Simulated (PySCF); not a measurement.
Isomers of C6H10OSi.

All values: CAM-B3LYP/def2-SVPD (PySCF) at GFN2-xTB geometries, gas phase, one conformer each. Core orbitals are frozen in the response; Δα² is half the sum of the squared differences of the principal polarisabilities.

Question: Rank by mean static polarisability, lowest first.
A. `[CH:1](=[C:2]1[CH2:3][CH2:4]1)[C@H:5]1[CH2:6][O:7][SiH2:8]1` with C2–C1–C5–C6 142°
B. `[CH2:1]=[CH:2][CH2:3][C:4](=[C:5]=[O:6])[SiH2:7][CH3:8]` with C1–C2–C3–C4 119°, C2–C3–C4–C5 103°, C3–C4–Si7–C8 80°
C. `[CH3:1][CH2:2][CH2:3][Si@@H:4]1[CH:5]=[CH:6][C:7]1=[O:8]` with C1–C2–C3–Si4 -64°, C2–C3–Si4–C5 166°
D. `[CH:1](=[C:2]1\[CH2:3][SiH2:4]1)/[CH:5]1[CH2:6][O:7][CH2:8]1` with C2–C1–C5–C6 132°

Answer: C (14.33 Å³), A (14.60 Å³), B (14.83 Å³), D (15.25 Å³).

Question: Rank by HOMO energy, highest first.
A. `[CH:1](=[C:2]1\[CH2:3][SiH2:4]1)/[CH:5]1[CH2:6][O:7][CH2:8]1` with C2–C1–C5–C6 132°
B. `[CH2:1]=[CH:2][CH2:3][C:4](=[C:5]=[O:6])[SiH2:7][CH3:8]` with C1–C2–C3–C4 119°, C2–C3–C4–C5 103°, C3–C4–Si7–C8 80°
C. `[CH:1](=[C:2]1[CH2:3][CH2:4]1)[SiH:5]1[CH2:6][O:7][CH2:8]1` with C2–C1–Si5–C6 -139°

Answer: B (-8.07 eV), C (-8.45 eV), A (-8.63 eV).

Question: Rank by polarisability anisotropy Δα, highest first.
A. `[CH2:1]=[CH:2][CH2:3][C:4](=[C:5]=[O:6])[SiH2:7][CH3:8]` with C1–C2–C3–C4 119°, C2–C3–C4–C5 103°, C3–C4–Si7–C8 80°
B. `[CH3:1][CH2:2][CH2:3][Si@@H:4]1[CH:5]=[CH:6][C:7]1=[O:8]` with C1–C2–C3–Si4 -64°, C2–C3–Si4–C5 166°
C. `[CH:1](=[C:2]1\[CH2:3][SiH2:4]1)/[CH:5]1[CH2:6][O:7][CH2:8]1` with C2–C1–C5–C6 132°
D. `[CH:1](=[C:2]1[CH2:3][CH2:4]1)[SiH:5]1[CH2:6][O:7][CH2:8]1` with C2–C1–Si5–C6 -139°

Answer: D (7.66 Å³), C (6.59 Å³), A (5.67 Å³), B (4.79 Å³).

All values together:

```
                  SMILES  μ (D)  HOMO (eV)  LUMO (eV)  α (Å³)  Δα (Å³)
     C(=C1CC1)[SiH]1COC1   3.48      -8.45       0.27   14.92     7.66
      CCC[Si@@H]1C=CC1=O   3.63      -7.96      -0.52   14.33     4.79
C(=C1CC1)[C@H]1CO[SiH2]1   1.78      -7.98       0.60   14.60     6.44
      C=CCC(=C=O)[SiH2]C   2.17      -8.07       0.21   14.83     5.67
  C(=C1\C[SiH2]1)/C1COC1   2.35      -8.63       0.60   15.25     6.59
```

Conformers: `[CH:1](=[C:2]1[CH2:3][CH2:4]1)[SiH:5]1[CH2:6][O:7][CH2:8]1` with C2–C1–Si5–C6 -139°; `[CH3:1][CH2:2][CH2:3][Si@@H:4]1[CH:5]=[CH:6][C:7]1=[O:8]` with C1–C2–C3–Si4 -64°, C2–C3–Si4–C5 166°; `[CH:1](=[C:2]1[CH2:3][CH2:4]1)[C@H:5]1[CH2:6][O:7][SiH2:8]1` with C2–C1–C5–C6 142°; `[CH2:1]=[CH:2][CH2:3][C:4](=[C:5]=[O:6])[SiH2:7][CH3:8]` with C1–C2–C3–C4 119°, C2–C3–C4–C5 103°, C3–C4–Si7–C8 80°; `[CH:1](=[C:2]1\[CH2:3][SiH2:4]1)/[CH:5]1[CH2:6][O:7][CH2:8]1` with C2–C1–C5–C6 132°.
